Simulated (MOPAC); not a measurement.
MOPAC input (AM1):

```
AM1 FORCE THERMO(298,298) PRECISE LET UHF MS=0.5 GEO-OK AUX(PRECISION=9) THREADS=1
H2F2NSi

N    -1.57577163 1   -0.11325718 1    0.25051768 1
Si    0.03134450 1   -0.21234628 1   -0.25589944 1
F     1.02684896 1   -0.76237957 1    0.89259044 1
F     0.61940878 1    1.19772704 1   -0.78361203 1
H    -1.97178291 1   -0.67942530 1    0.95307494 1
H    -2.22592955 1    0.54266182 1   -0.09299234 1
```

Output:

```
 *******************************************************************************
 **                                                                           **
 **                              MOPAC v23.2.5                                **
 **                                                                           **
 *******************************************************************************
 ** MOPAC's Digital Object Identifier: https://doi.org/10.5281/zenodo.6511958 **
 **                                                                           **
 ** Please cite the open-source release paper for use of this MOPAC version:  **
 ** J. E. Moussa and J. J. P. Stewart (2026)                                  **
 ** MOPAC: An open-source semiempirical molecular orbital program             **
 ** J. Open Source Softw., 11(119), 8025, https://doi.org/10.21105/joss.08025 **
 *******************************************************************************

                              AM1 CALCULATION RESULTS

 *******************************************************************************
 *  AM1        - The AM1 Hamiltonian to be used
 *  GEO-OK     - OVERRIDE INTERATOMIC DISTANCE AND OTHER SAFETY CHECKS
 *  UHF        - UNRESTRICTED HARTREE-FOCK CALCULATION
 *  MS=        - IN MECI, MAGNETIC COMPONENT OF SPIN =  0.5
 *  LET        - OVERRIDE SOME SAFETY CHECKS
 *  PRECISE    - TIGHTER CRITERIA TO BE USED
 *  FORCE      - FORCE CALCULATION SPECIFIED
 *  AUX        - OUTPUT AUXILIARY INFORMATION
 *  THERMO     - THERMODYNAMIC QUANTITIES TO BE CALCULATED
 *******************************************************************************
AM1 FORCE THERMO(298,298) PRECISE LET UHF MS=0.5 GEO-OK AUX(PRECISION=9) THREADS=1
 H2F2NSi

   ATOM   CHEMICAL          X               Y               Z
  NUMBER   SYMBOL      (ANGSTROMS)     (ANGSTROMS)     (ANGSTROMS)

     1       N         -1.57577163  *  -0.11325718  *   0.25051768  *
     2      Si          0.03134450  *  -0.21234628  *  -0.25589944  *
     3       F          1.02684896  *  -0.76237957  *   0.89259044  *
     4       F          0.61940878  *   1.19772704  *  -0.78361203  *
     5       H         -1.97178291  *  -0.67942530  *   0.95307494  *
     6       H         -2.22592955  *   0.54266182  *  -0.09299234  *

          CARTESIAN COORDINATES

    NO.       ATOM           X           Y           Z

     1         N         -1.5758     -0.1133      0.2505
     2        Si          0.0313     -0.2123     -0.2559
     3         F          1.0268     -0.7624      0.8926
     4         F          0.6194      1.1977     -0.7836
     5         H         -1.9718     -0.6794      0.9531
     6         H         -2.2259      0.5427     -0.0930

  H: (AM1): M.J.S. DEWAR ET AL, J. AM. CHEM. SOC. 107 3902-3909 (1985)
  N: (AM1): M.J.S. DEWAR ET AL, J. AM. CHEM. SOC. 107 3902-3909 (1985)
  F: (AM1): M.J.S. DEWAR AND E. G. ZOEBISCH, THEOCHEM, 180, 1 (1988).
 Si: (AM1): M.J.S.DEWAR, C. JIE, ORGANOMETALLICS, 6, 1486-1490 (1987).

           Empirical Formula: H2 N Si F2  =     6 atoms

      MOLECULAR POINT GROUP   :   Cs

          UHF CALCULATION, NO. OF ALPHA ELECTRONS =   13
[...]
 TRAVEL (Ang.)       0.1195         N 1 -- H 5         +23.3% ( 77.4%)     33.3%
 REDUCED MASS        5.1162         Si2 -- F 4          +5.6% ( 37.8%)     35.9%
 EFFECTIVE MASS     18.9569
 FORCE CONSTANT      2.5690

 VIBRATION          8    5A'         ATOM PAIR     ENERGY CONTRIBUTION    RADIAL
 FREQUENCY          1124.94         Si2 -- F 3         +34.8% ( 72.9%)     71.8%
 TRANSITION DIPOLE   4.1881         Si2 -- F 4         +34.8% ( 72.9%)     71.8%
 TRAVEL (Ang.)       0.0895         N 1 -- Si2         +23.3% ( 59.6%)     82.6%
 REDUCED MASS        7.4839         N 1 -- H 5          +3.6% ( 23.5%)     34.2%
 EFFECTIVE MASS     22.1978
 FORCE CONSTANT      5.5800

 VIBRATION          9    4A"         ATOM PAIR     ENERGY CONTRIBUTION    RADIAL
 FREQUENCY          1210.58         Si2 -- F 4         +41.6% ( 78.1%)     87.2%
 TRANSITION DIPOLE   4.2291         Si2 -- F 3         +41.6% ( 78.1%)     87.2%
 TRAVEL (Ang.)       0.0793         N 1 -- Si2         +16.0% ( 48.4%)      0.0%
 REDUCED MASS        8.8634         N 1 -- H 6          +0.5% (  8.3%)      9.7%
 EFFECTIVE MASS     22.8329
 FORCE CONSTANT      7.6531

 VIBRATION         10    6A'         ATOM PAIR     ENERGY CONTRIBUTION    RADIAL
 FREQUENCY          1726.36         N 1 -- H 6         +47.1% ( 59.3%)      2.9%
 TRANSITION DIPOLE   0.3935         N 1 -- H 5         +47.1% ( 59.3%)      2.9%
 TRAVEL (Ang.)       0.2680         N 1 -- Si2          +5.8% ( 20.9%)    100.0%
 REDUCED MASS        0.5438
 EFFECTIVE MASS      1.8771
 FORCE CONSTANT      0.9550

 VIBRATION         11    5A"         ATOM PAIR     ENERGY CONTRIBUTION    RADIAL
 FREQUENCY          3539.94         N 1 -- H 5         +49.6% ( 72.2%)     97.6%
 TRANSITION DIPOLE   0.7168         N 1 -- H 6         +49.6% ( 72.2%)     97.6%
 TRAVEL (Ang.)       0.1912         N 1 -- Si2          +0.8% (  8.9%)      0.0%
 REDUCED MASS        0.5211
 EFFECTIVE MASS      1.5279
 FORCE CONSTANT      3.8475

 VIBRATION         12    7A'         ATOM PAIR     ENERGY CONTRIBUTION    RADIAL
 FREQUENCY          3602.50         N 1 -- H 5         +49.8% ( 69.4%)     97.5%
 TRANSITION DIPOLE   0.6337         N 1 -- H 6         +49.8% ( 69.4%)     97.5%
 TRAVEL (Ang.)       0.1962         N 1 -- Si2          +0.4% (  6.0%)     99.9%
 REDUCED MASS        0.4865
 EFFECTIVE MASS      1.2373
 FORCE CONSTANT      3.7198

      SYMMETRY NUMBER FOR POINT-GROUP Cs  =  1

          SYSTEM IS A GROUND STATE

 H2F2NSi

          MOLECULE IS NOT LINEAR

          THERE ARE 12 GENUINE VIBRATIONS IN THIS SYSTEM
          THIS THERMODYNAMICS CALCULATION IS LIMITED TO
          MOLECULES WHICH HAVE NO INTERNAL ROTATIONS

                    CALCULATED THERMODYNAMIC PROPERTIES
                                          *
   TEMP. (K)   PARTITION FUNCTION   H.O.F.    ENTHALPY  HEAT CAPACITY ENTROPY
                                   KCAL/MOL   CAL/MOLE    CAL/K/MOL  CAL/K/MOL

 298.00  VIB.     0.8198D+01                  1506.7924     9.5035     9.2373
         ROT.     0.6527D+05                   888.2803     2.9808    25.0115
         INT.     0.5351D+06                  2395.0727    12.4843    34.2488
         TRA.     0.7192D+27                  1480.4672     4.9680    39.1280
         TOT.                     -201.186    3875.5399    17.4523    73.3769

   *: NOTE: HEATS OF FORMATION ARE RELATIVE TO THE
            ELEMENTS IN THEIR STANDARD STATE AT 298K
              (=  Standard Enthalpy of Formation).

            Hvib:  Zero-point energy is not included.
                   frequencies of less than zero cm-1 are not included.
            Hrot = (3/2)RT
            Htra = (3/2)RT + pV = (5/2)RT

            Heat capacity is Cp, not Cv

          For more information, see: HTTP://OpenMOPAC.net/Manual/thermochemistry.html

           FORCE CONSTANT IN CARTESIAN COORDINATES (Millidynes/A)

    ATOM   CHEMICAL       X               Y               Z
   NUMBER   SYMBOL  FORCE CONSTANT  FORCE CONSTANT  FORCE CONSTANT

      1       N       10.802295        7.863860        3.003599
      2      Si        8.166443       10.020081        5.952708
      3       F        1.779520        7.504720        0.174858
      4       F        1.782116        2.398096        5.278886
      5       H        2.890451        4.133384        1.207736
      6       H        2.887865        3.984101        1.359605

 **********************
 *                    *
 * JOB ENDED NORMALLY *
 *                    *
 **********************

 == MOPAC DONE ==
```
